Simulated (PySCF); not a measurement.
Be(Br)(SH) (BeBrHS), SMILES [SH][Be][Br]. Heavy atoms are numbered as in [Be:1]([Br:2])[SH:3]. Hydrogens are named by the atom that carries them.

Coordinates come from a PBE0-D3(BJ)/def2-TZVP optimisation. One conformer was computed; it need not be the lowest.

Computed with PySCF with PBE0/pcSseg-2.

GIAO shieldings, no solvent; atoms alike by connectivity are averaged. δ = σ(ref) − σ: ³³S against H2S (σ = 711.3 ppm); ¹H against TMS (σ = 31.54 ppm), references at their B3LYP-D3(BJ)/def2-TZVP geometries, non-relativistic (without spin–orbit terms, shifts of atoms bonded to Cl or Br come out too high).

Computed chemical shifts:
```json
[
 {"nucleus": "³³S", "atoms": "S3 (SH)", "count": "1", "δ (ppm)": "-46.2"},
 {"nucleus": "¹H", "atoms": "H on S3", "count": "1", "δ (ppm)": "0.42"}
]
```
